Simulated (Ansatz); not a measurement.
The inner images of a band of ClF2HHfO + H2 (8 atoms, charge 0, multiplicity 1) are given out of order.

Computed with Ansatz, RKS BLYP-D4/def2-SVP.

First end point:

```xyz
8
Properties=species:S:1:pos:R:3
Hf -0.245 -0.182 -0.027
O -0.512 -0.275 1.876
H -0.646 -0.388 2.827
F 1.632 -0.139 -0.466
Cl -1.383 1.677 -0.990
F -0.959 -1.781 -0.821
H 1.314 2.456 1.194
H 1.050 2.077 1.805
```

Last end point:

```xyz
8
Properties=species:S:1:pos:R:3
Hf -0.101 0.550 -0.171
O 0.480 -0.094 2.038
H -0.279 -0.431 2.556
F 1.736 0.072 -0.511
Cl -0.902 1.350 -2.259
F -1.488 -0.690 0.390
H -0.170 2.176 0.730
H 0.976 0.513 2.624
```

Problem. Put them in order from the first end to the last, with their energies above the first end.
A.
```xyz
8
Properties=species:S:1:pos:R:3
Hf 0.074 0.324 -0.050
O 0.361 -0.022 2.082
H -0.226 -0.468 2.726
F 1.761 -0.255 -0.751
Cl -0.842 1.791 -1.687
F -1.260 -1.062 -0.072
H 0.155 1.970 1.205
H 0.228 1.167 1.945
```
B.
```xyz
8
Properties=species:S:1:pos:R:3
Hf -0.185 -0.215 -0.048
O -0.380 -0.295 1.865
H -0.390 -0.386 2.828
F 1.666 -0.444 -0.527
Cl -1.041 1.779 -1.046
F -1.160 -1.694 -0.792
H 0.842 2.596 1.267
H 0.898 2.103 1.851
```
C.
```xyz
8
Properties=species:S:1:pos:R:3
Hf -0.062 -0.086 -0.008
O -0.099 -0.291 1.914
H -0.255 -0.473 2.851
F 1.708 -0.511 -0.629
Cl -0.802 1.862 -1.199
F -1.259 -1.451 -0.615
H 0.494 2.465 1.268
H 0.526 1.928 1.815
```
D.
```xyz
8
Properties=species:S:1:pos:R:3
Hf -0.015 0.475 -0.163
O 0.482 -0.013 2.090
H -0.129 -0.584 2.601
F 1.732 -0.159 -0.656
Cl -0.886 1.615 -2.052
F -1.390 -0.831 0.245
H 0.056 2.042 0.881
H 0.401 0.899 2.452
```
E.
```xyz
8
Properties=species:S:1:pos:R:3
Hf 0.062 0.125 0.046
O 0.190 -0.269 1.976
H -0.241 -0.561 2.794
F 1.768 -0.360 -0.688
Cl -0.735 1.875 -1.424
F -1.257 -1.199 -0.358
H 0.214 2.206 1.262
H 0.250 1.627 1.789
```

Solution. B (+2.2 kJ/mol), C (+16.2 kJ/mol), E (+51.5 kJ/mol), A (+128.3 kJ/mol), D (+95.1 kJ/mol).

Time of the run: 3.8 min on 2 threads of Arm Neoverse V1, with other jobs on the host, peak memory 0.21 GiB.
